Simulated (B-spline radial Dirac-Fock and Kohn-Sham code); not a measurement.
**Sc⁺ in Watson spheres of different radius**

Level of theory: relaxed Dirac-Fock hole states (ΔSCF) with Breit and QED corrections and a finite nucleus; a radial finite-basis atomic code. The ion, [Ar] 3d1 4s1, sits in a hollow sphere of charge Q = -1, a simple model of the Madelung potential. Inside the sphere an electron's potential energy is raised by the constant 14.40·|Q|/R eV, so binding energies fall by about that much as long as the orbitals stay inside.

| radius (Å) | 14.40 |Q|/R (eV) | 1s (eV) | 2s (eV) | 2p1/2 (eV) | 2p3/2 (eV) | 3p1/2 (eV) | 3p3/2 (eV) | 3d (eV) | 4s (eV) |
| --- | --- | --- | --- | --- | --- | --- | --- | --- | --- |
| 2.2 | 6.55 | 4501.8 | 512.1 | 416.7 | 412.2 | 41.25 | 40.74 | 8.59 | 5.90 |
| 3 | 4.80 | 4503.3 | 513.6 | 418.2 | 413.7 | 42.77 | 42.27 | 10.12 | 7.31 |

From the smallest to the largest radius 1s moves by +1.5 eV, while the constant potential alone would give +1.7 eV; the difference comes from charge outside the sphere and its screening.

Values without a named source are computed, but for edge energies of neutral atoms, which are taken from tables.
